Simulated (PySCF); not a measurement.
ZnH, SMILES [ZnH+] (connectivity only; charge and spin as stated), charge +1, multiplicity 1.

Geometry: PBE-D3(BJ)/def2-TZVPD. The spin state was assumed, not searched.

Method: TDDFT-B3LYP/def2-TZVPD (PySCF).

Vertical excitations; the highest root listed may be one member of a degenerate set. The molecule is in vacuum. State labels are in the subgroup C2v.

```
state  symmetry  energy (eV)  λ (nm)      f                    main pairs
-----  --------  -----------  ------  -----  ----------------------------
S1           A1         6.18     201  0.277                HOMO→LUMO 97 %
S2           B2         8.85     140  0.329  HOMO→LUMO+2 (degenerate set)
S3           B1         8.85     140  0.329  HOMO→LUMO+1 (degenerate set)
S4           A2         9.57     130  0.000  HOMO−2→LUMO (degenerate set)
S5           A1         9.57     130  0.000  HOMO−1→LUMO (degenerate set)
S6           B2         9.67     128  0.071  HOMO−3→LUMO (degenerate set)
S7           B1         9.67     128  0.071  HOMO−4→LUMO (degenerate set)
S8           A1        10.42     119  0.147              HOMO−5→LUMO 93 %
S9           A1        12.53      99  0.067              HOMO→LUMO+3 94 %
S10          A1        13.04      95  0.080              HOMO→LUMO+4 95 %
T1           A1         3.43     361      0                HOMO→LUMO 99 %
T2           B1         7.38     168      0  HOMO→LUMO+1 (degenerate set)
T3           B2         7.38     168      0  HOMO→LUMO+2 (degenerate set)
T4           B1         9.24     134      0              HOMO−4→LUMO 99 %
```
Triplets are in the Tamm–Dancoff approximation, which puts them higher than full response would, so one can lie above its singlet here.
